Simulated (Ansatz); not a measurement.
The cluster Pd3Au2⁺, relaxed as a doublet with UKS r2SCAN-D4/def2-SVP in Ansatz, starting from the GFN1-xTB geometry. Force threshold 0.02 eV/Å.

In the def2 sets Au, Pd take a core potential; there is no spin–orbit coupling. The relaxation made no stability test and no search for a lower SCF solution. No other spin state of charge 1 was run. Another isomer (doublet) lies 0.15 eV lower at PBE0-D4/def2-TZVP; other spin states weren't run for this one.

Start:

Cartesian coordinates in Å:
```
Pd -1.435 0.705 0.138
Pd 0.697 -0.671 1.277
Pd 0.752 -0.042 -1.414
Au 0.930 1.816 0.437
Au -0.945 -1.808 -0.437
```

**Question.** Estimate the energy that the relaxation releases and the steps that it takes.

**Answer.** 0.05 eV, in 3 steps; 59 s on 4 threads of Arm Neoverse V1 on a shared host. No frequencies were taken in this run, so the end may be a saddle point.

**Question.** Does the start keep its bonding and symmetry?

**Answer.** By distances, no bond broke or formed. The bond that changes most is Pd2–Pd3, from 2.76 to 2.69 Å (atoms count from 1). Point group D3h at the start, D3h at the end, both within 0.05 Å; within 0.015 Å the end is C2v.

**Question.** Predict the relaxed structure.

**Answer.** 
```xyz
5

Pd   -1.398    0.689    0.135
Pd    0.681   -0.654    1.244
Pd    0.732   -0.043   -1.379
Au    0.963    1.883    0.454
Au   -0.979   -1.875   -0.454
```
Bond lengths (bridged metal pairs left out): 6 × Au–Pd 2.66 to 2.67 Å; 3 × Pd–Pd 2.69 to 2.71 Å.
